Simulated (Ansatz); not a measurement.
**Worked example: SiH(CH3)(SiH3)F + Si3H8O2 → Si(CH3)(SiH3)2F + SiH(OH)2(SiH3)**

Species: SiH(CH3)(SiH3)F, singlet; Si3H8O2 `O[SiH]([SiH3])O[SiH3]`, singlet; Si(CH3)(SiH3)2F, singlet; SiH(OH)2(SiH3), singlet. The partners trade H for SiH3: Si–H and O–SiH3 bonds give way to Si–SiH3 and O–H.

Shapes, held fixed at every level: PBE0-D4/def2-TZVP. Flexible molecules stand in one conformer, not always the lowest. Programs: Ansatz 0.2.0. Electronic energies: no zero-point or thermal term.

At CCSD(T)/CBS estimate; 1 Eh = 2625.50 kJ/mol:

```
        species   energy (Eh)
SiH(CH3)(SiH3)F   -720.280562
        Si3H8O2  -1022.524131
Si(CH3)(SiH3)2F  -1010.559452
 SiH(OH)2(SiH3)   -732.205579
```

Task: Work out ΔE of the reaction at this level.

Result: 
1. Products less reactants: (-1010.559452) + (-732.205579) − [(-720.280562) + (-1022.524131)] = 0.039662 Eh = +104.1 kJ/mol.

Other levels give +85.5 (PBE0-D4/def2-TZVPP) to +133.0 kJ/mol (HF/def2-TZVPP). No measured value is set beside it here. The CBS estimate extrapolates MP2 from def2-TZVPP and def2-QZVPP and adds CCSD(T) − MP2 in the triple-zeta set, cores frozen.
